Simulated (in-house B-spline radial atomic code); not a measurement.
Results of a calculation; reference values are marked as such.
# Rb in an electron gas of r_s = 1.8: phase shifts, screening and friction

A nucleus sits in a uniform electron gas with a rigid positive background. The Kohn-Sham equations are solved self-consistently in the spin-unpolarised LDA (PW92), non-relativistic, on B-splines with outgoing waves at the boundary and partial waves to l = 8. The model has no lattice, no bands and no magnetic solution. Atomic units; δ_l are the phase shifts at the Fermi level, counted so that each bound state adds π, and good to about 0.0005.

The density parameter is r_s = 1.8 bohr.

| l | δ_l (rad) |
| --- | --- |
| 0 | 10.8921 |
| 1 | 8.4053 |
| 2 | 4.1846 |
| 3 | 0.1168 |
| 4 | 0.0218 |
| 5 | 0.0050 |
| 6 | 0.0011 |
| 7 | 0.0003 |
| 8 | 0.0000 |

Bound levels below the band bottom (hartree): s -9.971, p -7.622, d -3.371, s -0.6581, p -0.1479 and deeper ones.

(1) Check the Friedel sum rule, and say where the screening charge sits.

(2) Find the transport cross section and the electronic stopping of a 2 keV Rb ion (mass 85.47 u).

## Answers

(1) k_F = (9π/4)^(1/3)/r_s = 1.06620. The rule is Z = (2/π) Σ (2l + 1) δ_l. The terms are s 6.934, p 16.053, d 13.320, f 0.521 and 0.172 beyond, in all 36.999 against Z = 37. Bound states hold 8 s, 18 p, 10 d electrons, so the scattering states carry 1.00 in all; where a term is smaller than its bound count, the bound level has drawn weight out of the band.

(2) σ_tr = (4π/k_F²) Σ (l + 1) sin²(δ_l − δ_(l+1)). The terms for l = 0 to 3 are 0.3709, 1.5542, 1.9169, 0.0360, all together 3.8795, so σ_tr = 11.054 × 3.8795 = 42.885 bohr². With n = 3/(4π r_s³) = 0.04093, the friction coefficient is Q = n k_F σ_tr = 1.8717. For v well below v_F = 1.066, dE/dx = Q v; with 24801 eV per u at v = 1, v = √(2000/(24801 × 85.47)) = 0.0307, so dE/dx = 0.05749 hartree/bohr = 29.6 eV/nm. The largest term couples the d and f waves.
